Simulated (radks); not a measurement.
Coherent X-ray form factor from a spherical all-electron density. Method: scalar-relativistic Kohn-Sham, PBE, spin-polarised, spherical densities, finite nucleus; Fermi nuclear charge, rms radius of each element as measured or else 0.836 A^(1/3) + 0.57 fm; computed with a radial shooting solver on a logarithmic mesh with Libxc functionals.

sin(theta)/lambda (1/angstrom),f0 (electrons)
0.05,34.597
0.1,33.464
0.15,31.793
0.2,29.833
0.25,27.807
0.3,25.875
0.4,22.554
0.5,19.908
0.6,17.677
0.8,13.849
1,10.799
1.25,8.235
1.5,6.769
2,5.313

The species is in the configuration that NIST lists as its ground one. Which atom or ion scatters so?

Answer. The strontium ion Sr3+, [Ar] 3d10 4s2 4p5. Extrapolating in s^2 from the first two rows gives f0(0) = 35.0, near the electron count 35; among species with that count, the fall with angle is slower the higher Z, and the table is that of Z = 38; from so few rows the species is fixed only to a neighbour or two.
